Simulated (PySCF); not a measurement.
C4H7NSi.
SMILES: `C#C/C=N\C[SiH3]`

Method: TDDFT PBE0/def2-SVPD, vertical, gas phase, core orbitals frozen in the response (PySCF). Geometry: GFN2-xTB, one conformer, isolated molecule. Torsions of this conformer, `[CH:1]#[C:2]/[CH:3]=[N:4]\[CH2:5][SiH3:6]`: C3–N4–C5–Si6 -100°.

Question: Predict the UV-vis stick spectrum at this level.

Answer: 

```json
{"state": "S1", "E (eV)": "4.36", "λ (nm)": "284.1", "f": "0.0018", "main configurations (H = HOMO, L = LUMO)": "H-1→L (85%), H→L (14%)"}
{"state": "S2", "E (eV)": "5.30", "λ (nm)": "233.7", "f": "0.015", "main configurations (H = HOMO, L = LUMO)": "H-2→L (91%)"}
{"state": "S3", "E (eV)": "5.45", "λ (nm)": "227.5", "f": "0.290", "main configurations (H = HOMO, L = LUMO)": "H→L (72%), H-1→L (13%)"}
{"state": "S4", "E (eV)": "6.40", "λ (nm)": "193.8", "f": "0.0002", "main configurations (H = HOMO, L = LUMO)": "H→L+1 (42%), H→L+2 (39%)"}
{"state": "S5", "E (eV)": "6.69", "λ (nm)": "185.4", "f": "0.051", "main configurations (H = HOMO, L = LUMO)": "H-3→L (81%), H-2→L+2 (8%)"}
{"state": "S6", "E (eV)": "6.80", "λ (nm)": "182.2", "f": "0.018", "main configurations (H = HOMO, L = LUMO)": "H-1→L+1 (73%), H→L+1 (13%), H-1→L+2 (9%)"}
{"state": "S7", "E (eV)": "7.01", "λ (nm)": "176.9", "f": "0.035", "main configurations (H = HOMO, L = LUMO)": "H→L+2 (49%), H→L+1 (41%)"}
{"state": "S8", "E (eV)": "7.10", "λ (nm)": "174.7", "f": "0.0039", "main configurations (H = HOMO, L = LUMO)": "H-1→L+2 (79%), H-1→L+1 (11%)"}
```

Triplets (Tamm–Dancoff): T1 3.51 eV, H→L (92%); T2 3.58 eV, H-1→L (94%); T3 4.93 eV, H-2→L (91%).

The lowest singlet lies at 4.36 eV (284 nm, ultraviolet) and is very weak; its leading configuration is HOMO-1→LUMO (85%). The strongest level in the table is S3 at 5.45 eV (228 nm, f = 0.290). Löwdin shares by element: HOMO carbon 44% or more, nitrogen 26% (atoms not listed hold the other 30%); LUMO carbon 55% or more, nitrogen 28% (atoms not listed hold the other 17%). Weighted by f, the mean energy of these states is 5.80 eV. Of the 8 states listed, 5 reach f = 0.01 and 1 stays under 0.0005. Orbital energies (eV): HOMO-3 -9.36, HOMO-2 -8.57, HOMO-1 -7.60, HOMO -7.56, LUMO -1.45, LUMO+1 0.46, LUMO+2 0.60. Singlets were solved by full linear response, triplets in the Tamm–Dancoff approximation.

The run took 42 s wall on one thread of an Arm Neoverse N1, no GPU, shared host with 64 logical CPUs at a one-minute load of 62, and the process peaked at 0.72 GiB of memory.
